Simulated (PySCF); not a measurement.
**[NdCl3(H2O)]−: from a saddle point downhill**

PySCF 2.14.0, RKS PBE0, Nd lcecp-0-SVP with ECP50, Cl def2-SVP, O def2-SVP, H def2-SVP; non-relativistic Hamiltonian with scalar-relativistic core potentials where named; density fitting; no spin-orbit coupling. Relaxed within the symmetry of its start, the geometry (Cs) is

```xyz
7

Nd    0.1435   -0.0298    0.0298
Cl    1.4382    1.7765    1.6637
Cl   -2.5324   -0.6855    0.6855
Cl    1.4382   -1.6637   -1.7765
O    -1.7467    1.3805   -1.3805
H    -2.2135    1.5958   -0.5563
H    -2.2135    0.5563   -1.5958
```

and its lowest harmonic modes are -258, 41, 45, 52, 60, 143 cm⁻¹ (negative: unstable). It was moved along the lowest mode and relaxed again.

(1) Where does it end, and how much lower?

(2) How do the contacts change?

(3) Is the end a minimum?

An lcecp potential fixes the number of 4f electrons, so in runs with it no electron can move into or out of that shell; real Nd(II) is rare or takes another configuration.

State: singlet in the valence, with the 4f electrons in the core potential.

Answers

(1) In Cs, 0.258 eV lower, after 32 steps:
```xyz
7

Nd    0.0089    0.3136    0.3710
Cl    1.8636    1.6457    1.9318
Cl   -2.5951   -0.4190    1.1194
Cl    0.5086   -0.9873   -2.0657
O    -1.7406    1.1179   -1.4827
H    -2.4023    0.6314   -0.9496
H    -1.3293    0.4330   -2.0491
```

(2) 
```tsv
contact	saddle (Å)	end (Å)
Nd1–Cl2 (Cl)	2.758	2.766
Nd1–Cl3 (Cl)	2.832	2.807
Nd1–Cl4 (Cl)	2.758	2.807
Nd1–O5 (H2O)	2.748	2.673
```


(3) Yes; lowest modes 51, 54, 70, 120, 136, 203 cm⁻¹.
